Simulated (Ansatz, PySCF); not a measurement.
BrGeH5N2. Atoms are numbered in the order given.

```xyz
9

Ge     0.2140    -0.4996     0.6424
N     -1.0835    -1.7488     0.8992
N      1.5508    -1.3738    -0.2475
Br    -0.3316     1.2611    -0.8055
H      0.4952     0.1629     2.0030
H     -1.3732    -2.2286     0.0462
H     -1.9101    -1.4291     1.4040
H      2.2140    -0.7498    -0.7071
H      2.0627    -2.0469     0.3249
```

Coordinates come from a TPSSh-D3(BJ)/def2-SVP optimisation. The structure was generated by enumeration, and PubChem lists no compound with its InChIKey, so it may never have been made. The values are those of a single conformer.

Vertical ionisation energy (IE) and electron affinity (EA) in eV. Rows of orbital energies are one-electron estimates. Where ΔSCF, EOM or ADC give a negative EA the extra electron is unbound and the value depends on the basis.

| level | IE | EA |
|---|---|---|
| −ε(HOMO), −ε(LUMO), M06-2X/def2-TZVP (PySCF) | 9.10 | -1.07 |
| −ε(HOMO), −ε(LUMO), PBE/def2-TZVP (PySCF) | 6.31 | 0.93 |
| ΔSCF, PBE/def2-SVPD (Ansatz), final states of multiplicity 2 and 2 | ___ | ___ |

Task: Complete the blanks. (An estimate is asked for; the answer gives what the named calculation found.)

Result: 
- ΔSCF, PBE/def2-SVPD (Ansatz, an electronic-structure program), final states of multiplicity 2 and 2, IE: 9.24
- ΔSCF, PBE/def2-SVPD (Ansatz), final states of multiplicity 2 and 2, EA: -0.96

Task: What vertical singlet–triplet gap does ΔSCF give with PBE/def2-SVPD (Ansatz)? (An estimate is asked for; the answer gives what the named calculation found.)

Result: 5.36 eV (triplet above singlet where positive).
